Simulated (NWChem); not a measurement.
## CF (+1) in NWChem

```xyz
2

C      0.0000     0.0000     0.6921
F      0.0000     0.0000    -0.4614
```
Charge +1, spin multiplicity 1.

All runs are NWChem calculations. The geometry was optimised at PBE0/def2-SVP, a minimum by its harmonic frequencies.

Symmetry labels belong to the abelian group C2v used in the runs, with the axes of the coordinates shown; states degenerate in a higher group split over its labels.

The structure started from a generated list of species.

Q: List the lowest 3 singlet excitations that TD-PBE/aug-cc-pVDZ gives, with oscillator strengths.

A: 
```json
[
 {"state": "1", "symmetry": "b2", "energy (eV)": "8.07", "wavelength (nm)": "154", "f": "0.083"},
 {"state": "2", "symmetry": "b1", "energy (eV)": "8.07", "wavelength (nm)": "154", "f": "0.083"},
 {"state": "3", "symmetry": "a2", "energy (eV)": "11.50", "wavelength (nm)": "108", "f": "0.000"}
]
```
